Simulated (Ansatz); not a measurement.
CH5FSSi2 can be A, `F[Si]1([SiH3])CS1`, or B, `F[SiH]1[SiH2]CS1`.

Isolated molecules relaxed with PBE0-D4/def2-TZVP in Ansatz; ΔE leaves out vibrations. CCSD(T)/CBS is the MP2 limit (def2-TZVPP, def2-QZVPP) plus CCSD(T) − MP2 in def2-TZVPP, frozen cores. Functionals use def2-TZVPP. B3LYP here is the variant with VWN-RPA as its local correlation; programs differ in this.

Task: Which is lower in electronic energy at CCSD(T)/CBS, and by how much? (Estimate.)

Result: Computed: B, by 43.0 kJ/mol.

Task: Give E(B) − E(A) in kJ/mol with ωB97M-V, B3LYP, MP2/def2-TZVPP, r2SCAN-D4, CCSD(T)/def2-TZVPP, B2PLYP, CCSD/def2-TZVPP. (An estimate is asked.)

Result: Computed: ωB97M-V -43.0, B3LYP -35.2, MP2/def2-TZVPP -40.8, r2SCAN-D4 -35.0, CCSD(T)/def2-TZVPP -40.3, B2PLYP -38.0, CCSD/def2-TZVPP -40.9. None reverses the order clearly.

Largest T1 diagnostic: 0.013.

From PBE to PBE0 (25 % exact exchange), in def2-TZVPP and without D4, E(B) − E(A) moves by −4.8 kJ/mol. The D4 term adds −3.9 kJ/mol with B3LYP and −1.7 kJ/mol with PBE0; it sums over pairs of atoms, weighted by their polarisabilities, and B3LYP, whose exchange is more repulsive, gets the larger term.
